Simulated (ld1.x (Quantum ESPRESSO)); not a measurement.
Varying the ultrasoft potential for oxygen

Base potential:

ld1.x (Quantum ESPRESSO) 7.5 input, shortened:

```
&input
   title='O', zed=8., rel=0, dft='PZ', iswitch=3,
   config='[He] 2s1.75 2p4.25 3d-2'
 /
 &inputp
   pseudotype=3, tm=.true., lloc=-1, rcloc=1.60,
   nlcc=.true., new_core_ps=.true., rcore=0.50
 /
6
2S  1  0   1.75   0.00  0.80  0.95  0.0
2S  1  0   0.00  -0.95  0.80  0.95  0.0
2P  2  1   4.25   0.00  1.70  2.30  0.0
2P  2  1   0.00   0.15  1.70  2.30  0.0
3D  3  2  -2.00  -0.05  1.60  2.10  0.0
3D  3  2  -2.00   2.55  1.60  2.10  0.0
 &test
   configts(1)='2s1.75 2p4.25'
 /
```

Cutoffs, loose and tight: the cutoffs (Ry, on a coarse ladder) from which the occupation-weighted sum of valence levels, in a spherical-Bessel basis at the reference potential, stays within 10 and 1 mRy of its value at 400 Ry. They do not see the model core or the augmentation charge, which bear on the density cutoff. Test errors are all-electron minus pseudo excitation energies from the reference, over the configurations 2s2 2p4; 2s2 2p3; 2s2 2p2; 2s1 2p5; 2s1 2p4; 2s0 2p6; 2s2 2p0 (two spin-polarised tests are not counted in the largest error). A dash means not determined; rows that change the core or the reference have their own tests. The largest error is taken over the tests solved by every variant that gives reliable tests at all: 2s1 2p5; 2s2 2p2; 2s2 2p4.

Cutoffs are not given where the Bessel-basis levels miss the radial ones by over 6 mRy, ghosts where they miss by over 20 mRy; a channel whose overlap is not positive is not tested.

| change | outcome | cutoff, loose | cutoff, tight | bound ghosts | largest test error (meV) |
| --- | --- | --- | --- | --- | --- |
| base | generated | – | – | not determined | -887 |
| waves 2s (bound): rcut 0.80, rcutus 1.04 bohr; 2s channel at -0.95 Ry: rcut 0.80, rcutus 1.04 bohr | generated | – | – | not determined | -886 |
| local potential all-electron potential smoothed inside 1.20 bohr (lloc = -1) | generated | – | – | not determined | -869 |
| all radii but the core radius scaled by about 1.08 (s 1.02, p 2.48, d 2.26 bohr, rcut 0.86/1.82/1.72); local potential all-electron potential smoothed inside 1.72 bohr (lloc = -1) | generated | – | – | not determined | -1516 |
| augmentation PSQ, radius 0.60 bohr | generated | 18 Ry | 25 Ry | none | -134 |
| reference 2s2 2p3 | generated | – | – | not determined | -658 |
| functional PBEsol; removed wave 3d channel at 2.55 Ry: rcut 1.60, rcutus 2.10 bohr | generated | – | – | not determined | -648 |
| core correction Bessel-smoothed model core inside 0.98 bohr | generated | – | – | not determined | -132 |
| scalar-relativistic; removed wave 3d channel at 2.55 Ry: rcut 1.60, rcutus 2.10 bohr | generated | – | – | not determined | -889 |
| local potential all-electron potential smoothed inside 2.20 bohr (lloc = -1) | generated | – | – | not determined | -882 |
